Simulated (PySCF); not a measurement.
**Spinor energies of Nd⁵¹⁺ (neodymium, charge +51)**

Start: [He] 2s2 2p5; 2p1/2 filled at m_j = -1/2, +1/2; 2p3/2 filled at m_j = -1/2, +1/2, +3/2. Calculated with PySCF 2.14 in an even-tempered Gaussian basis (17 s from 31 bohr⁻², ratio 2.4; 13 p from 40 bohr⁻², ratio 2.4; 5 d from 140 bohr⁻², ratio 2.6; 4 f from 210 bohr⁻², ratio 2.6): generalised Hartree-Fock with the X2C-1e Hamiltonian and a Gaussian nucleus; one run each with spin-orbit coupling (SO) switched off, then screened by Boettger's factors.

```csv
spinor shell,electrons,"ε, spin-free (eV)","ε, screened SO (eV)",weight of nominal j (screened SO),"rms radius, screened SO (bohr)"
1s1/2,2,-47860.2,-47848.2,1.000,0.0269
2s1/2,2,-10885.0,-10881.5,1.000,0.106
2p1/2,2,-10189.3,-10569.3,1.000,0.0909
2p3/2,3,-10189.3,-10021.1,1.000,0.0964
```

```csv
quantity,spin-free,screened SO
E (hartree),-6621.08587,-6631.03707
M_J,3/2,3/2
⟨J²⟩,3.750,3.750
⟨L²⟩,2.000,2.010
⟨S²⟩,0.750,0.760
```

Each row is a mean over spinors that exchange with the open shell spreads, by up to 50.056 eV (2s1/2).

Breit and QED terms are absent; they matter most for the inner s and p1/2 levels.

Densities and radii are taken from the X2C orbitals without a picture-change correction, which distorts them close to the nucleus.

Without spin-orbit coupling the j labels of p, d and f shells carry no meaning; the spin-free column gives the mean over the occupied spinors of each nl shell.
